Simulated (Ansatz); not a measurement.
Ansatz (a program for electronic structure) input (CCSD(T)/cc-pVTZ):

Ansatz 0.2 input:
```yaml
crystal:
  periodic: [false, false, false]
  atoms:
    - {symbol: C, position_ang: [-0.37573793, 1.59011516, -0.10693602]}
    - {symbol: B, position_ang: [-0.48584092, 0.13636953, -0.06191597]}
    - {symbol: C, position_ang: [-1.86260126, -0.68833938, -0.18919826]}
    - {symbol: O, position_ang: [0.62487739, -0.77161856, 0.10334956]}
    - {symbol: C, position_ang: [1.89895619, -0.22597706, 0.22979224]}
    - {symbol: H, position_ang: [-1.25369645, 2.22260541, -0.23417918]}
    - {symbol: H, position_ang: [0.55057491, 2.15699252, -0.02177501]}
    - {symbol: H, position_ang: [-2.72466197, -0.02575043, -0.31579004]}
    - {symbol: H, position_ang: [-1.84591139, -1.37899137, -1.04400614]}
    - {symbol: H, position_ang: [-2.04848001, -1.30969857, 0.69812191]}
    - {symbol: H, position_ang: [2.18278491, 0.37067814, -0.65126471]}
    - {symbol: H, position_ang: [1.97881685, 0.44044966, 1.10289890]}
    - {symbol: H, position_ang: [2.62705660, -1.03997686, 0.34682992]}
basis:
  gaussian:
    orbitals: cc-pVTZ
total_charge: -1
magnetization: {spin_polarized: false}
correlation: {method: ccsd_t, electrons: outside_noble_gas}
```

End of the output:

```
integrals: 1.80 GiB planned
1487 factors; integrals over basis functions are off by at most 1.4e-3 eV
1.21 GiB of device memory are held for the factors and their scratch space
mean field: 1.16 GiB planned
mean field evaluation 1: about -5925.3824 eV, gradient 3.5e1 eV
mean field evaluation 2: about -5925.6122 eV, gradient 3.5e1 eV
mean field evaluation 4: about -5929.1463 eV, gradient 3.9e0 eV
mean field evaluation 8: about -5929.2081 eV, gradient 3.3e-1 eV
mean field evaluation 16: about -5925.3812 eV, gradient 3.5e1 eV
mean field -5929.20863836 eV, -217.8943984977 hartree, gradient 1.8e-6 eV, S^2 0.000000; 0 other end points of the search recorded, 0 dependent functions left out
5 core orbitals not correlated
reference -5929.20863836 eV, -217.8943984977 hartree; 15, 15 occupied and 242, 242 virtual orbitals, 1487 factors
second order -24.16940434 eV of doubles, -0.00000000 eV of singles
coupled cluster: 16.77 GiB planned
cycle   1  -24.63159363 eV  change   -4.6e-1 eV  update   1.0e-1
cycle   2  -25.20341258 eV  change   -5.7e-1 eV  update   3.0e-2
cycle   3  -25.32502344 eV  change   -1.2e-1 eV  update   1.5e-2
cycle   4  -25.31655605 eV  change    8.5e-3 eV  update   4.0e-3
cycle   5  -25.31508269 eV  change    1.5e-3 eV  update   1.8e-3
cycle   6  -25.31555518 eV  change   -4.7e-4 eV  update   5.9e-4
cycle   7  -25.31518412 eV  change    3.7e-4 eV  update   1.9e-4
cycle   8  -25.31515480 eV  change    2.9e-5 eV  update   7.0e-5
cycle   9  -25.31517881 eV  change   -2.4e-5 eV  update   2.8e-5
perturbative correction -1.03549991 eV, -0.0380539197 hartree
Total energy: -5955.55931708 eV, -218.8627680795 hartree
```

It need not be the lowest isomer of its formula. Whether it binds its extra electron was not tested at this geometry.
